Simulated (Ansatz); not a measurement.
Reaction (ligand exchange at a B–C bond): `BC(C)(C)F` + `CCCO` → `BOCCC` + `CC(C)F`

Gas-phase electronic energies from Ansatz, PBE0-D4/def2-TZVP geometries. CCSD(T)/CBS is the MP2 limit (def2-TZVPP, def2-QZVPP) plus CCSD(T) − MP2 in def2-TZVPP, frozen cores. Functionals use def2-TZVPP. Each species was taken in one conformer, which may not be the lowest.

| level | ΔE (kJ/mol) |
| --- | --- |
| PBE0-D4 | -162.5 |
| ωB97M-V | -164.4 |
| B2PLYP | -171.0 |
| MP2/def2-QZVPP | -165.9 |

Task: What does CCSD(T)/CBS give? (An estimate is asked.)

Result: Computed: -164.1 kJ/mol. The listed levels differ from it by 1.6, -0.3, -6.9, -1.8 kJ/mol.

Largest T1 diagnostic among the species: 0.012.

In def2-TZVPP, CCSD(T) changes the Hartree–Fock value by +5.8 kJ/mol (the triples alone add −0.2 kJ/mol) and MP2 by +5.0 kJ/mol. The D4 term adds +3.0 kJ/mol with B3LYP and +1.5 kJ/mol with PBE0; it sums over pairs of atoms, weighted by their polarisabilities, and B3LYP, whose exchange is more repulsive, gets the larger term.

B3LYP here is the variant with VWN-RPA as its local correlation; programs differ in this.
